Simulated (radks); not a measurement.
Values are calculated unless marked as measured or tabulated.
Tc III, 41 electrons, occupied as [Kr] 4d5 (the NIST ground configuration). Level of theory: Dirac Kohn-Sham, revPBE, spin-unpolarised, spherical densities, point nucleus; open shells fill j = l - 1/2 first (a radial shooting solver on a logarithmic mesh with Libxc functionals).

Spin-orbit splittings of the eigenvalues, e(l+1/2) - e(l-1/2), with zeta = 2 splitting/(2l+1) and mean radii in bohr:

shell  occ.  splitting (eV)  zeta (eV)  <r> j=l-1/2  <r> j=l+1/2
2p        6           118.2      78.83       0.1271       0.1318
3p        6           19.77      13.18       0.4090       0.4195
3d       10           3.801      1.520       0.3969       0.4004
4p        6           2.932      1.955        1.152        1.181
4d        5          0.3071     0.1229        1.609        1.625
